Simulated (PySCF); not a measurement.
One change at a time: excitation energies

Level of theory: TDDFT B3LYP/def2-SVPD, vertical, gas phase, core orbitals frozen in the response in PySCF. Geometries: GFN2-xTB; one conformer of each isolated species. Triplets are in the Tamm–Dancoff approximation. 'Strongest' means the level of largest summed f among the lowest 8 singlets; it needn't be the same kind of state in each.

Parent: `C=C=C[SiH](Cl)Cl`, with lowest singlet excitation energy 5.34 eV, oscillator strength of the strongest level 0.26, HOMO energy -7.66 eV, HOMO–LUMO gap 6.71 eV, S1–T1 gap 0.76 eV, energy of the strongest computed level 7.03 eV. Its spectrum: 5.34 eV (f 0.001); 6.18 eV (f 0.002); 6.59 eV (f 0.015); 6.87 eV (f 0.003); 7.03 eV (f 0.264).

Shifts from the parent:

```csv
change,SMILES,Δ S1 (eV),Δ f (strongest),Δ HOMO (eV),Δ gap (eV),Δ S1−T1 (eV),Δ strongest (eV)
H on C replaced by CN,N#CC=C=C[SiH](Cl)Cl,-0.27,+0.15,-0.33,-0.59,+0.38,-1.10
H on C replaced by CH2CN,N#CCC=C=C[SiH](Cl)Cl,-0.23,+0.27,-0.07,-0.28,-0.15,-0.10
H on C replaced by CH2F,FCC=C=C[SiH](Cl)Cl,-0.28,+0.12,+0.21,-0.33,-0.22,-0.15
```

Task: Predict the same shifts for this change: H on C replaced by COCH3 (`CC(=O)C=C=C[SiH](Cl)Cl`).

Result: Δ lowest singlet excitation energy -1.54 eV, Δ oscillator strength of the strongest level +0.33, Δ HOMO energy +0.41 eV, Δ HOMO–LUMO gap -1.42 eV, Δ S1–T1 gap -0.30 eV, Δ energy of the strongest computed level -1.15 eV. Spectrum: 326 nm (f 0.000); 247 nm (f 0.004); 235 nm (f 0.000); 226 nm (f 0.008); 211 nm (f 0.593). S1 falls most with H on C replaced by COCH3 (-1.54 eV); all changes lower it. S1 is simply the lowest singlet of each species and needn't be the same kind of state throughout. Over these 4 changes the shifts of S1 and of the HOMO–LUMO gap correlate with r = 0.97.
